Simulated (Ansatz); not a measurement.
Gas-phase electronic energies from Ansatz, PBE0-D4/def2-TZVP geometries. CCSD(T)/CBS adds triple-zeta CCSD(T) − MP2 to the extrapolated MP2 energy (def2 sets, frozen cores). Functionals use def2-TZVPP. B3LYP here is the variant with VWN-RPA as its local correlation; programs differ in this. One conformer a species, not always the lowest.

Consider the isomerisation: `CB(O)[SiH2][AlH2]` → `BCO[SiH2][AlH2]`.

| level | ΔE (kJ/mol) |
| --- | --- |
| ωB97M-V | 164.5 |
| B3LYP | 162.8 |
| CCSD(T)/def2-TZVPP | 169.4 |
| MP2/def2-QZVPP | 168.7 |

(1) What does CCSD(T)/CBS give? (Estimate.)

Largest T1 diagnostic among the species: 0.014.

## Answers

(1) The calculation gave: +168.0 kJ/mol. The listed levels differ from it by -3.5, -5.2, 1.4, 0.7 kJ/mol.

In def2-TZVPP, CCSD(T) changes the Hartree–Fock value by +34.6 kJ/mol (the triples alone add +5.1 kJ/mol) and MP2 by +35.3 kJ/mol. From PBE to PBE0 (25 % exact exchange), in def2-TZVPP and without D4, ΔE moves by −5.5 kJ/mol.

CCSD(T)/CBS has its own doubt, a few kJ/mol and more with outer-core shells, so smaller differences from it don't rank the levels.
